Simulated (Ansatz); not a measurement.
# Nudged elastic band run: CH11AlSi3

Input:

```yaml
crystal:
  periodic: [false, false, false]
  atoms:
    - { symbol: C, position_ang: [0.185903, 1.214628, -1.766897] }
    - { symbol: Al, position_ang: [0.797005, 0.065271, -0.296897] }
    - { symbol: Si, position_ang: [3.183831, -0.504117, -0.060681] }
    - { symbol: Si, position_ang: [-0.825791, -0.807453, 1.342648] }
    - { symbol: Si, position_ang: [-3.004094, -0.075806, 0.8336] }
    - { symbol: H, position_ang: [0.501982, 0.800856, -2.741599] }
    - { symbol: H, position_ang: [0.65787, 2.211625, -1.692229] }
    - { symbol: H, position_ang: [-0.905805, 1.359484, -1.795249] }
    - { symbol: H, position_ang: [3.713467, -0.042294, 1.263401] }
    - { symbol: H, position_ang: [4.051102, 0.098774, -1.122043] }
    - { symbol: H, position_ang: [3.385459, -1.988549, -0.10965] }
    - { symbol: H, position_ang: [-0.822696, -2.307111, 1.367431] }
    - { symbol: H, position_ang: [-0.487191, -0.358187, 2.733088] }
    - { symbol: H, position_ang: [-3.379399, -0.541227, -0.536998] }
    - { symbol: H, position_ang: [-3.038232, 1.419093, 0.831178] }
    - { symbol: H, position_ang: [-4.036211, -0.567688, 1.795199] }
basis:
  gaussian: { orbitals: def2-SVP }
hamiltonian:
  xc: b3lyp
  dispersion: d4
neb:
  order_check: false
  images: 2
  f_tol: 0.05
  max_iterations: 60
  initial_path: idpp
  climbing: false
  final_atoms:
    - { symbol: C, position_ang: [0.77800553, 2.23017487, -1.54905634] }
    - { symbol: Al, position_ang: [0.64981562, 0.70362881, -0.31954157] }
    - { symbol: Si, position_ang: [2.26108757, -1.15881729, -0.42730268] }
    - { symbol: Si, position_ang: [-1.11750558, 0.49081693, 1.37727845] }
    - { symbol: Si, position_ang: [-2.38457707, -1.45238008, 0.95487272] }
    - { symbol: H, position_ang: [0.89710862, 1.89101305, -2.59327923] }
    - { symbol: H, position_ang: [1.68251442, 2.8218528, -1.31384746] }
    - { symbol: H, position_ang: [-0.08587102, 2.91224154, -1.50225099] }
    - { symbol: H, position_ang: [2.97413346, -1.31922519, 0.88143807] }
    - { symbol: H, position_ang: [3.30713765, -0.99581233, -1.48641848] }
    - { symbol: H, position_ang: [1.5560796, -2.45488763, -0.6928537] }
    - { symbol: H, position_ang: [-0.52292311, 0.32241587, 2.74401717] }
    - { symbol: H, position_ang: [-2.05229938, 1.66010687, 1.43827009] }
    - { symbol: H, position_ang: [-1.49279477, -2.64980508, 1.01249028] }
    - { symbol: H, position_ang: [-2.97798442, -1.38923925, -0.41650962] }
    - { symbol: H, position_ang: [-3.49472711, -1.63478489, 1.9369953] }
```

Run as:

```bash
$ ansatz run input.yaml --threads 2 --pin off --max-ram 3072MiB --backend cpu --events-out ev --progress --plain --runs-dir out
```

Output, in part (warnings, iteration lines, the closing report on the highest movable image, with atoms numbered from 0):

```
NEB end point (image 0): max|allowed force component| = 1.187e-2 eV/Å (the criterion of neb.relax_end_points is 1.000e-2)
NEB end point (image 3): max|allowed force component| = 1.428e-2 eV/Å (the criterion of neb.relax_end_points is 1.000e-2)
NEB iter   1: max|band force component| = 9.350e-1 eV/Å  barrier→ = 0.1583 eV  barrier← = 0.1705 eV  Δτ_max = 0.1918 Å  (98 SCF iters)
NEB iter   2: max|band force component| = 4.077e-1 eV/Å  barrier→ = 0.0687 eV  barrier← = 0.0810 eV  Δτ_max = 0.1029 Å  (50 SCF iters)
NEB iter   3: max|band force component| = 7.763e-2 eV/Å  barrier→ = 0.0018 eV  barrier← = 0.0140 eV  Δτ_max = 0.0209 Å  (46 SCF iters)
NEB iter   4: max|band force component| = 4.231e-2 eV/Å  barrier→ = 0.0000 eV  barrier← = 0.0122 eV  Δτ_max = 0.0000 Å  (96 SCF iters)
Total energy: -31438.55471666 eV, -1155.3455760196 hartree
Atom 0 at     0.185903     1.214628    -1.766897 Å, force     0.004030    -0.001246    -0.010299 eV/Å
Atom 1 at     0.797005     0.065271    -0.296897 Å, force     0.004261    -0.003249     0.011874 eV/Å
Atom 2 at     3.183831    -0.504117    -0.060681 Å, force     0.002007    -0.003673     0.006932 eV/Å
Atom 3 at    -0.825791    -0.807453     1.342648 Å, force    -0.010483    -0.002174     0.002119 eV/Å
Atom 4 at    -3.004094    -0.075806     0.833600 Å, force    -0.000601     0.000878     0.001521 eV/Å
Atom 5 at     0.501982     0.800856    -2.741599 Å, force    -0.003202     0.004970    -0.002202 eV/Å
Atom 6 at     0.657870     2.211625    -1.692229 Å, force    -0.002252     0.001793    -0.001473 eV/Å
Atom 7 at    -0.905805     1.359484    -1.795249 Å, force    -0.000992     0.001030     0.000045 eV/Å
Atom 8 at     3.713467    -0.042294     1.263401 Å, force    -0.002225    -0.000128    -0.001595 eV/Å
Atom 9 at     4.051102     0.098774    -1.122043 Å, force     0.002134     0.000322    -0.002214 eV/Å
Atom 10 at     3.385459    -1.988549    -0.109650 Å, force    -0.000672    -0.000076    -0.000681 eV/Å
Atom 11 at    -0.822696    -2.307111     1.367431 Å, force     0.004908    -0.000675    -0.002067 eV/Å
Atom 12 at    -0.487191    -0.358187     2.733088 Å, force     0.003635     0.001165    -0.001352 eV/Å
Atom 13 at    -3.379399    -0.541227    -0.536998 Å, force    -0.001176     0.000319    -0.000276 eV/Å
Atom 14 at    -3.038232     1.419093     0.831178 Å, force    -0.004030     0.001215    -0.000171 eV/Å
Atom 15 at    -4.036211    -0.567688     1.795199 Å, force     0.004660    -0.000469    -0.000161 eV/Å
Dipole moment:    -0.012421     0.127802    -0.180804 e Å
```

The run converged. The highest image is an end point: on this band no image between the ends rises above it. So few images can step over the top or miss a turn of the path.

Final band (atoms are numbered from 1 in the order of the input):

| image | path coordinate (Å) | energy (kJ/mol) | dihedral Si3–Al2–Si4–Si5 (°) |
| --- | --- | --- | --- |
| 0 | 0.00 | 0.0 | 180 |
| 1 | 2.74 | -0.1 | -140 |
| 2 | 5.48 | -0.8 | -100 |
| 3 | 8.22 | -1.2 | -60 |

The run took 56 s on 2 threads of Arm Neoverse V2, on a shared host, peak memory 0.37 GiB.
